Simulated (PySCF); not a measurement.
Predicted microwave data (PBE0-D3(BJ)/def2-SVP geometry optimisation, gas phase in PySCF 2.14.0) for one isomer of C3H5FOSi:

- Rotational constants: A = 5413, B = 1784, C = 1519 MHz
- Dipole components: |μa| = 1.98 D, |μb| = 1.73 D, |μc| = 0.24 D
- Inertial defect: -43.88 u·Å²
- κ: -0.86

**Question.** Which structure is it? (One computed conformer of each.)
A. `[OH:1][SiH2:2][C:3]#[C:4][CH2:5][F:6]` with H–O1–Si2–C3 -56°
B. `[O:1]=[CH:2][Si@@H:3]1[CH2:4][C@@H:5]1[F:6]` with O1–C2–Si3–C4 -154°

**Answer.** B. It is O=C[Si@@H]1C[C@@H]1F, an asymmetric top, point group C1. The candidates at the same level (rigid rotor, commonest isotopes):

| SMILES | A (MHz) | B (MHz) | C (MHz) | μa (D) | μb (D) | μc (D) | Δ (u·Å²) | point group | rotor |
| --- | --- | --- | --- | --- | --- | --- | --- | --- | --- |
| O[SiH2]C#CCF | 11245 | 900.3 | 868.4 | 0.34 | 1.55 | 0.20 | -24.28 | C1 | near-prolate asymmetric top |
| O=C[Si@@H]1C[C@@H]1F | 5413 | 1784 | 1519 | 1.98 | 1.73 | 0.24 | -43.88 | C1 | asymmetric top |

`O[SiH2]C#CCF` has A 108 % too high. No structure here is proved a minimum.
